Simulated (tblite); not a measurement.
Run record: tight-binding relaxation, `c1c(cccc1C=C)[SH+]` [radical].

Computed with GFN2-xTB geometry optimisation, gas phase (tblite 0.8.0). Start geometry: from a force field or distance geometry. The input is one job of a driver script: a line of settings, then coordinates in Å.

Command:
```bash
OMP_NUM_THREADS=1 python probes_run.py task.json out
```

Input:
```
{"job": {"kind": "relax", "xc": "GFN2-xTB", "basis": "xTB"}, "charge": 1, "multiplicity": 2}
C     -2.961300    -0.444800    -0.247100
C     -1.834400    -0.991700     0.075600
C     -0.574200    -0.261100     0.261900
C     -0.511100     1.116900     0.073900
C      0.686400     1.810800     0.257400
C      1.848100     1.128900     0.602700
C      1.776900    -0.245100     0.778300
S      3.229400    -1.173800     1.239100
C      0.576800    -0.931100     0.611000
H     -3.863300    -1.047200    -0.354600
H     -3.101000     0.622600    -0.426500
H     -1.768100    -2.085600     0.254400
H     -1.383000     1.697800    -0.183100
H      0.719000     2.897500     0.100600
H      2.778900     1.685400     0.737000
H      3.769800    -1.776300     0.088900
H      0.604300    -1.991100     0.770100
```

Output:
```
step      E/eV     max force
  0    -650.86106    3.721
  1    -650.96216    2.666
  2    -651.05298    0.765
  3    -651.07928    0.592
  4    -651.10567    0.621
  5    -651.12965    0.516
  6    -651.14276    0.423
  7    -651.15284    0.335
  8    -651.16329    0.329
  9    -651.17473    0.336
... (57 lines left out)
 67    -651.50073    0.017
 68    -651.50078    0.016
 69    -651.50082    0.014
 70    -651.50087    0.016
 71    -651.50093    0.020
 72    -651.50098    0.017
 73    -651.50103    0.015
 74    -651.50106    0.012
 75    -651.50108    0.011
 76    -651.50110    0.009
```

«max force» is the largest atomic force in eV/Å.

Q: From which step on does the largest force stay under 0.1 eV/Å, and how much energy is left to gain from there?

A: From step 49 (0.078 eV/Å), 5.0 meV above the end.

Main results: energy lowered by 14.8 kcal/mol over 76 steps; largest atomic force 0.009 eV/Å at the end.

Q: Give the final coordinates.

A: 0.344 Å rms from the input after alignment:
```
atom  x, y, z in Å
C1    -2.9467   -0.5000   -0.2424
C2    -1.7335   -0.9967    0.0442
C3    -0.5146   -0.2349    0.2077
C4    -0.4926    1.1807    0.1481
C5     0.6887    1.8871    0.3124
C6     1.8716    1.2135    0.5382
C7     1.8686   -0.2004    0.6018
S8     3.4039   -0.9683    0.8917
C9     0.6842   -0.9077    0.4379
H10   -3.7951   -1.1545   -0.3470
H11   -3.1416    0.5491   -0.3860
H12   -1.6239   -2.0668    0.1649
H13   -1.4093    1.7217   -0.0237
H14    0.6840    2.9649    0.2634
H15    2.7998    1.7490    0.6673
H16    2.9652   -2.2381    0.8759
H17    0.6843   -1.9868    0.4852
```

On one thread of an Arm Neoverse V1, shared host with 32 logical CPUs at a one-minute load of 20, this took 0.62 s.
Labels such as C1 count atoms from 1, the log's own numbers from 0.
